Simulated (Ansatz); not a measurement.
Geometry optimisation, Ansatz 0.2.0, RKS BLYP-D4/def2-SVP.

Input file:

```yaml
crystal:
  periodic: [false, false, false]
  atoms:
    - { symbol: B, position_ang: [-1.2175, 1.6594, 1.7365] }
    - { symbol: "N", position_ang: [-0.7188, 0.3178, 1.3803] }
    - { symbol: C, position_ang: [-0.149, 0.339, 0.0293] }
    - { symbol: C, position_ang: [0.5883, -1.0139, -0.2644] }
    - { symbol: C, position_ang: [1.1707, -1.0449, -1.657] }
    - { symbol: H, position_ang: [-0.8652, 2.2929, 2.6751] }
    - { symbol: H, position_ang: [-0.14841, 0.491, 2.23251] }
    - { symbol: H, position_ang: [-1.4951, -0.3137, 1.3609] }
    - { symbol: H, position_ang: [0.6853, 1.1317, 0.0337] }
    - { symbol: H, position_ang: [-0.8889, 0.5639, -0.7032] }
    - { symbol: H, position_ang: [1.273, -1.2567, 0.529] }
    - { symbol: H, position_ang: [-0.2485, -1.8062, -0.2086] }
    - { symbol: H, position_ang: [1.9253, -0.2479, -1.7074] }
    - { symbol: H, position_ang: [0.3879, -0.8175, -2.4095] }
    - { symbol: H, position_ang: [1.6126, -2.0523, -1.8259] }
basis:
  gaussian: { orbitals: def2-SVP }
hamiltonian:
  xc: blyp
  dispersion: d4
relax:
  f_tol: 0.02
  max_steps: 50
output:
  orbitals: {}
```

Launched with:

```bash
$ ansatz run input.yaml --threads 2 --pin off --max-ram 3072MiB --backend cpu --events-out ev --progress --plain --runs-dir out
```

Question: Where does it end, and by what steps?

Answer: It converged. After 14 steps the energy has fallen by 2.184 eV; H6 moved furthest, 0.90 Å.

```csv
step,energy less start (eV),largest force component (eV/Å),accepted
0,0.0000,4.580,yes
1,-1.3777,2.591,yes
2,-1.9218,0.667,yes
3,-2.0651,0.658,yes
4,-2.0752,0.822,yes
5,-2.1073,0.186,yes
6,-2.1215,0.161,yes
7,-2.1369,0.474,yes
8,-2.1690,0.119,yes
9,-2.1369,0.745,no
10,-2.1786,0.047,yes
11,-2.1827,0.035,yes
12,-2.1835,0.065,yes
13,-2.1828,0.109,no
14,-2.1841,0.018,yes
```

```xyz
15
Properties=species:S:1:pos:R:3
B -1.281 2.047 1.734
N -0.594 0.576 1.378
C -0.015 0.409 0.001
C 0.541 -0.998 -0.256
C 1.141 -1.136 -1.667
H -1.553 1.771 2.928
H 0.136 0.339 2.084
H -1.336 -0.142 1.521
H 0.762 1.192 -0.103
H -0.824 0.681 -0.704
H 1.315 -1.237 0.507
H -0.270 -1.747 -0.116
H 1.977 -0.423 -1.819
H 0.381 -0.930 -2.448
H 1.533 -2.158 -1.838
```

Whether the end is a true minimum wasn't checked by a vibrational analysis.

Time of the run: 27 s on 2 threads of Intel(R) Xeon(R) Platinum 8488C (Sapphire Rapids), with other jobs on the host, peak memory 0.17 GiB.
